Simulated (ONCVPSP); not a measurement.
W, ONCV: configuration errors across variants

| Quantity | Value |
| --- | --- |
| Element | W |
| Generator | ONCVPSP 4.0.1 |
| Type | optimised norm-conserving Vanderbilt (ONCV) |
| Functional | BLYP |
| Relativity | fully relativistic |
| Frozen core | [Kr] 4d10 4f14 |
| Valence charge | 14 |
| Reference configuration | 5s2 5p6 5d4 (charge +2) |
| Partial waves | 5s: rc 1.25 bohr, ncon 4, nbas 8, qcut 4.9 1/bohr, 2 projectors, debl 2.8 Ha; 5p: rc 1.35 bohr, ncon 5, nbas 9, qcut 5.3 1/bohr, 1 projector; 5d: rc 2.25 bohr, ncon 3, nbas 7, qcut 7 1/bohr, 1 projector |
| Local potential | polynomial inside 0.80 bohr (lpopt 5, dvloc0 0 Ha) |
| Core correction | Teter function fitted to the true core (icmod 2), fcfact 0.3 |

Open shells are filled in proportion to 2j + 1.

In the s channel the program set the typed energies aside and used -3.487, 0.250 Ha.

All-electron excitation energies from the reference (eV): (1) 5s2 5p6 5d4 6s2 -24.569; (2) 5s2 5p6 5d4 6s1 -15.750; (3) 5s2 5p6 5d3 25.333; (4) 5s1 5p6 5d4 6s2 60.578.

2 further variants failed, have other tests or another functional or relativity, and are left out.

A true bound ghost makes a file unfit for plane-wave use even where its test errors are small: the radial tests pick states by their node count and pass the ghost by.

Errors AE − PS in meV (a dash: test not solved or not reliable):

| change | (1) | (2) | (3) | (4) | bound ghosts | GHOST(+) flags above zero |
| --- | --- | --- | --- | --- | --- | --- |
| base | +6.1 | +2.1 | -1.8 | -92 | s, p3/2, p1/2 | none |
| p: ncon 3, nbas 7 | +6.3 | +2.2 | -1.6 | -68 | s, p3/2, p1/2 | none |
| s: nbas 9 | – | +1.9 | -1.8 | -101 | s, p3/2, p1/2 | none |
| all radii but the core radius scaled by about 1.13 (s 1.42, p 1.52, d 2.54 bohr); local potential polynomial inside 0.90 bohr (lpopt 5, dvloc0 0 Ha) | +0.2 | -0.6 | +1.8 | -158 | s, p3/2 | p1/2 |

Give the same row for: s: qcut 3.4; p: qcut 3.7; d: qcut 4.9.

+0.1, +0.3, +8.2, -169; bound ghosts: s, p3/2, p1/2; GHOST(+) flags above zero: d5/2, d3/2.
